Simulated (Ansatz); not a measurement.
Ru3H4⁺. Charge 1, multiplicity 2. Geometry PBE-D4/def2-TZVP, that of the neutral singlet; atoms count from 1.

```xyz
7

Ru    1.3135    0.2853   -0.6607
Ru   -1.1150   -0.1504   -0.9888
Ru   -0.3148    1.4409    0.4170
H    -0.4258    0.9228    1.9270
H     0.3798   -0.8904   -1.6297
H     1.4186   -0.5641    0.6483
H    -1.2564   -1.0440    0.2870
```

In the def2 sets Ru takes a core potential; there is no spin–orbit coupling. The charge 1 doublet is spin-contaminated (final ⟨S²⟩ up to 2.01, 0.75 for a pure state). The structure comes from a short search, and lower isomers may exist.

Estimate the Mulliken populations from the PBE0/def2-TZVP orbitals of Ansatz.


| atom | charge (e) | spin (α − β) | d electrons |
| --- | --- | --- | --- |
| Ru1 | 0.20 | 0.11 | 7.03 |
| Ru2 | 0.23 | -0.90 | 6.95 |
| Ru3 | 0.22 | 1.86 | 6.77 |
| H4 | 0.06 | -0.07 | – |
| H5 | 0.05 | -0.02 | – |
| H6 | 0.12 | -0.01 | – |
| H7 | 0.12 | 0.03 | – |
Mulliken values and Mayer orders depend strongly on the basis.

Where does the spin sit?

Summed by element: Ru 1.07, H -0.07, of 1 unpaired in all. Largest on single atoms: Ru3 1.86, Ru2 -0.90, Ru1 0.11.

And the Mayer bond orders between bonded heavy atoms (over 0.3)?

Ru1–Ru2 1.16 (2.49 Å); Ru1–Ru3 1.63 (2.27 Å); Ru2–Ru3 1.53 (2.27 Å).
